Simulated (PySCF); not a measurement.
CdCl2, charge +1, doublet, geometry from GFN2-xTB (such geometries of metal compounds can be far from the true shape) (a state made from the parent by changing its charge; the spin is typed, not shown lowest) (core potentials on Cd), atoms displaced at random by about 0.08 Å a coordinate; B3LYP/def2-SVP, gradient by finite differences run with PySCF.

The PySCF input:
```python
from pyscf import gto, scf, dft

mol = gto.Mole()
mol.atom = '''
    Cd    0.56541158   -0.31535742    0.34824540
    Cl    0.77512088    0.66945991   -1.71115266
    Cl   -1.71170356    0.15403821    0.71886542
'''
mol.basis = 'def2-svp'
mol.ecp = {'Cd': 'def2-svp'}
mol.charge = 1
mol.spin = 1
mol.verbose = 4
mol.build()

mf = dft.UKS(mol)
mf.xc = 'b3lyp'
mf.conv_tol = 1e-11
mf.kernel()
scan, done = mf.as_scanner(), []
scan.scf_summary = {}
def energy(d):
    c = mol.atom_coords()
    c[1, 2] += d
    e = scan(mol.set_geom_(c, unit='Bohr', inplace=False))
    done.append(scan.converged)
    return e
h = 1e-3
fd = (energy(h) - energy(-h)) / (2 * h)
print('dE/dx =', fd)
```

The log (banner, timings and long lists left out):

```
PySCF version 2.14.0

[INPUT] verbose = 4
[INPUT] num. atoms = 3
[INPUT] num. electrons = 53
[INPUT] charge = 1
[INPUT] spin (= nelec alpha-beta = 2S) = 1
[INPUT] symmetry False subgroup None
[INPUT] Mole.unit = angstrom
[INPUT] Symbol           X                Y                Z      unit          X                Y                Z       unit  Magmom
[...]
nuclear repulsion = 198.415973943666
number of shells = 27
number of NR pGTOs = 129
number of NR cGTOs = 67
basis = def2-svp
ecp = {'Cd': 'def2-svp'}

******** <class 'pyscf.dft.uks.UKS'> ********
method = UKS
initial guess = minao
damping factor = 0
level_shift factor = 0
DIIS = <class 'pyscf.scf.diis.CDIIS'>
diis_start_cycle = 1
diis_space = 8
diis_damp = 0
SCF conv_tol = 1e-11
SCF conv_tol_grad = None
SCF max_cycles = 50
direct_scf = True
direct_scf_tol = 1e-13
number electrons alpha = 27  beta = 26
XC library pyscf.dft.libxc version 7.1.2
    S. Lehtola, C. Steigemann, M. J. T. Oliveira, and M. A. L. Marques,  SoftwareX 7, 1–5 (2018)
XC functionals = b3lyp
    P. J. Stephens, F. J. Devlin, C. F. Chabalowski, and M. J. Frisch,  J. Phys. Chem. 98, 11623 (1994)
radial grids:
    Treutler-Ahlrichs [JCP 102, 346 (1995); DOI:10.1063/1.469408] (M4) radial grids

becke partition: Becke, JCP 88, 2547 (1988); DOI:10.1063/1.454033
pruning grids: <function nwchem_prune>
grids dens level: 3
symmetrized grids: False
atomic radii adjust function: <function treutler_atomic_radii_adjust>
small_rho_cutoff = 0
Set gradient conv threshold to 3.16228e-06
tot grids = 60152
init E= -1073.9798754794

cycle= 1 E= -1086.37235352622  delta_E= -12.4  |g|= 1.45  |ddm|= 3.14

cycle= 2 E= -1077.65221987727  delta_E= 8.72  |g|= 4.73  |ddm|= 5.37
cycle= 3 E= -1087.42835707464  delta_E= -9.78  |g|= 0.499  |ddm|= 3.93
cycle= 4 E= -1087.36709642799  delta_E= 0.0613  |g|= 0.528  |ddm|= 1.36
cycle= 5 E= -1087.54111631045  delta_E= -0.174  |g|= 0.249  |ddm|=  1.1
cycle= 6 E= -1087.5895521967  delta_E= -0.0484  |g|= 0.0938  |ddm|= 0.541
cycle= 7 E= -1087.59523891196  delta_E= -0.00569  |g|= 0.0334  |ddm|= 0.101
cycle= 8 E= -1087.59586035858  delta_E= -0.000621  |g|= 0.0184  |ddm|= 0.0292
cycle= 9 E= -1087.59612888759  delta_E= -0.000269  |g|= 0.00533  |ddm|= 0.0264
cycle= 10 E= -1087.59616757901  delta_E= -3.87e-05  |g|= 0.000837  |ddm|= 0.0169
cycle= 11 E= -1087.59617220394  delta_E= -4.62e-06  |g|= 0.000882  |ddm|= 0.00768
cycle= 12 E= -1087.59617407268  delta_E= -1.87e-06  |g|= 0.000664  |ddm|= 0.00635
[...]
converged SCF energy = -1087.59617452229  <S^2> = 0.75534676  2S+1 = 2.0053396
[...]
converged SCF energy = -1087.59615614358  <S^2> = 0.75534464  2S+1 = 2.0053375

WARN: Mole.unit (angstrom) is changed to Bohr

New geometry
   1 Cd     0.565411580000  -0.315357420000   0.348245400000 AA    1.068473033858  -0.595939155149   0.658088430140 Bohr
   2 Cl     0.775120880000   0.669459910000  -1.711681837211 AA    1.464766176632   1.265095881276  -3.234609884721 Bohr
   3 Cl    -1.711703560000   0.154038210000   0.718865420000 AA   -3.234650934843   0.291090029618   1.358458764220 Bohr

******** <class 'pyscf.scf.hf.UKS_Scanner'> ********
method = UKS_Scanner
initial guess = minao
damping factor = 0
level_shift factor = 0
DIIS = <class 'pyscf.scf.diis.CDIIS'>
diis_start_cycle = 1
diis_space = 8
diis_damp = 0
SCF conv_tol = 1e-11
SCF conv_tol_grad = None
SCF max_cycles = 50
direct_scf = True
direct_scf_tol = 1e-13
number electrons alpha = 27  beta = 26
XC library pyscf.dft.libxc version 7.1.2
    S. Lehtola, C. Steigemann, M. J. T. Oliveira, and M. A. L. Marques,  SoftwareX 7, 1–5 (2018)
XC functionals = b3lyp
    P. J. Stephens, F. J. Devlin, C. F. Chabalowski, and M. J. Frisch,  J. Phys. Chem. 98, 11623 (1994)
radial grids:
    Treutler-Ahlrichs [JCP 102, 346 (1995); DOI:10.1063/1.469408] (M4) radial grids

becke partition: Becke, JCP 88, 2547 (1988); DOI:10.1063/1.454033
pruning grids: <function nwchem_prune>
grids dens level: 3
symmetrized grids: False
atomic radii adjust function: <function treutler_atomic_radii_adjust>
small_rho_cutoff = 0
Set gradient conv threshold to 3.16228e-06
tot grids = 60152
init E= -1087.59587541508
cycle= 1 E= -1087.59619274961  delta_E= -0.000317  |g|= 0.000195  |ddm|= 0.0008
cycle= 2 E= -1087.5961923794  delta_E= 3.7e-07  |g|= 0.00074  |ddm|= 0.00144
cycle= 3 E= -1087.59619278981  delta_E= -4.1e-07  |g|= 8.56e-05  |ddm|= 0.00102
cycle= 4 E= -1087.59619278876  delta_E= 1.04e-09  |g|= 8.96e-05  |ddm|= 0.000128
cycle= 5 E= -1087.59619279439  delta_E= -5.63e-09  |g|= 3.27e-05  |ddm|= 0.000104
cycle= 6 E= -1087.59619279539  delta_E= -9.95e-10  |g|= 5.17e-06  |ddm|= 7.92e-05
cycle= 7 E= -1087.59619279544  delta_E= -4.77e-11  |g|= 2.03e-06  |ddm|= 2.29e-05
cycle= 8 E= -1087.59619279545  delta_E= -1.82e-11  |g|= 1.09e-06  |ddm|= 1.03e-05
cycle= 9 E= -1087.59619279546  delta_E= -6.82e-12  |g|= 8.06e-07  |ddm|= 1.12e-05
Extra cycle  E= -1087.59619279546  delta_E= 6.37e-12  |g|= 2.47e-06  |ddm|= 5.73e-06
converged SCF energy = -1087.59619279546  <S^2> = 0.75534888  2S+1 = 2.0053417
dE/dx = 0.018325937617191812
```
